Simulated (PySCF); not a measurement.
**BrWN + 3 HBr → H₃WN + 2 Br₂**

Level: PBE0 in the def2-TZVP basis family, computed in PySCF with density fitting; scalar-relativistic core potentials for atoms from Rb on, none lighter, no spin–orbit coupling; open shells unrestricted.

| species | state and structure | E (Eh) | ZPE (kJ/mol) | H(298 K) − H(0) (kJ/mol) | S° (J/(mol K)) |
| --- | --- | --- | --- | --- | --- |
| BrWN | triplet, Cs, W–Br 2.419 Å, W–N 1.654 Å; Br–W–N 108.6° | -2695.63272 | 9.6 | 12.7 | 315.8 |
| HBr | singlet, C∞v, H–Br 1.421 Å | -2574.45811 | 16.0 | 8.7 | 198.5 |
| H₃WN | singlet, C3v, W–H 1.715 Å (×3), W–N 1.649 Å; H–W–H 118.0° (×3), H–W–N 98.2° (×3) | -123.52927 | 65.7 | 11.2 | 259.6 |
| Br₂ | singlet, D∞h, Br–Br 2.281 Å | -5147.70672 | 2.0 | 9.7 | 244.8 |

Question: What is the electronic reaction energy?

Answer: At PBE0/def2-TZVP, ΔE = 168.9 kJ/mol from the differences of the total energies times 2625.5, uphill. 

Question: Add zero-point, thermal and entropy terms for 298.15 K and 1 bar.

Answer: ΔZPE = 12.1 and Δ[H(298) − H(0)] = -8.2 kJ/mol give ΔH° = 172.8 kJ/mol. ΔS° = -162.1 J/(mol K), so ΔG° = 172.8 − 298.15 × (-0.1621) = 221 kJ/mol.

Spin–orbit coupling can matter for BrWN, H₃WN and is left out. Open d or f shells are single determinants, so the state found may not be the ground state. The structures come from searches over a few start shapes, so lower isomers are not excluded.
